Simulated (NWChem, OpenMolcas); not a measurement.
# A ladder of methods for Si2H4ClF (SMILES F[SiH]([SiH3])Cl)

Si2H4ClF has 8 atoms, charge 0, and is taken as a singlet. SMILES: `F[SiH]([SiH3])Cl`. The shape is that of a PBE0-D4/def2-TZVP optimisation.

Each level gives the HOMO–LUMO gap (eV). The values are calculated.

| level | kind | program | value (eV) |
| --- | --- | --- | --- |
| SVWN5/def2-SVP | LDA | OpenMolcas | 5.81 |
| PBE/def2-SVP | GGA | NWChem | 5.94 |
| revPBE/def2-SVP | GGA | OpenMolcas | 6.00 |
| M06-L/def2-SVP | meta-GGA | OpenMolcas | 6.52 |
| TPSS/def2-SVP | meta-GGA | OpenMolcas | 6.31 |
| B3LYP/def2-SVP | global hybrid | OpenMolcas | 7.69 |
| BHLYP/def2-SVP | global hybrid | OpenMolcas | 10.20 |
| B2PLYP/def2-SVP | double hybrid | OpenMolcas | 10.46 |

The values span 5.81 to 10.46 eV. Orbital gaps aren't excitation energies, and those of double hybrids come from the SCF part alone; they tend to grow with the share of exact exchange.
